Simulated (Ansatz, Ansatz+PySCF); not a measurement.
```xyz
2

C     0.0000    0.0000    0.0000
Si    0.5890    0.7853    1.7002
```

Basis set: STO-3G (spherical functions). Frozen core: 6 orbitals. Charge 0, multiplicity 3.

Computed with Ansatz (development build ahead of 0.2.0); the reference of a correlated method needn't be the lowest determinant of its kind.

(1) Give the atomization energy at this shape (free ground-state atoms in the same class of orbitals less the molecule, no zero-point energy) of triplet SiC by full CI (lowest root of this spin), UHF-CCSD(T), UHF-CCSD.

Results:

(1)

| method | atomization energy |
| --- | --- |
| full CI (lowest root of this spin) | 94.72 kcal/mol |
| UHF-CCSD(T) | 92.73 kcal/mol |
| UHF-CCSD | 91.04 kcal/mol |

Caution for UHF-CCSD(T), UHF-CCSD: a plain start can end on a higher determinant; large amplitudes, a single reference is doubtful; the program doubts this total; the reference determinant was not shown to be the lowest; the unrestricted determinant is a mixture of spin states.

This basis has no polarisation functions and is too small for such energies, which can lie far from measured ones in either direction.
